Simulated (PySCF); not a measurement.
H3In. Atoms are numbered in the order given.

```xyz
4

In     0.0000     0.0000     0.0000
H      1.7306     0.0000     0.0000
H     -0.8653     1.4987     0.0000
H     -0.8653    -1.4987     0.0000
```

Geometry: B3LYP-D3(BJ)/def2-TZVPD. The def2 effective core potentials stand for the cores of In; spin–orbit coupling is left out.

Computed with PySCF with IEF-PCM-B3LYP/def2-TZVPD.

The values are the electrostatic part of the solvation free energy, E(continuum) − E(gas) at the gas-phase geometry, in a cavity of scaled van der Waals radii (PySCF's table); cavitation and dispersion terms are not included. A continuum can't describe solvent molecules that bind to the metal. In vacuum the orbital gap is 5.79 eV. The dipole moment in vacuum is 0.00 D.

Computed values in water (ε = 78.36), acetone (ε = 20.49), 1-octanol (ε = 9.86):
```
solvent        ε  ΔG(elec) (kcal/mol)  dipole (D)  gap (eV)
---------  -----  -------------------  ----------  --------
water      78.36                 -3.7        0.00      6.21
acetone    20.49                 -3.5        0.00      6.19
1-octanol   9.86                 -3.2        0.00      6.15
```
